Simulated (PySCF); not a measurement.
# Working out the ionisation energy of Ba

Ba [Xe] 6s2 (1S) → Ba⁺ [Xe] 6s1 (2S). Calculation: PySCF 2.14, in def2-TZVPPD with the def2 core potential (46 electrons) (6s4p3d1f, 40 functions); scalar relativity through the core potential. Frozen: nothing. Energies in hartree (1 hartree = 27.21139 eV):

```
            part  Ba (lower)  Ba⁺ (upper)
             UHF  -25.094895   -24.938251
CCSD correlation   -0.173175    -0.147839
             (T)   -0.005368    -0.003666
```

Task: What does Hartree-Fock give?

Result: (-24.938251) − (-25.094895) = 0.156644 hartree = 4.263 eV.

Task: What do CCSD and CCSD(T) give?

Result: The CCSD correlation energies differ by 0.025336 hartree = 0.689 eV and the triples by 0.001702 hartree = 0.046 eV, so CCSD gives 4.952 eV and CCSD(T) 4.998 eV.

Measured between the centres of the two terms (NIST): 5.212 eV, so CCSD(T) (valence and next inner shell) is off by -0.214 eV.

What remains against the reference includes basis incompleteness and higher excitations.
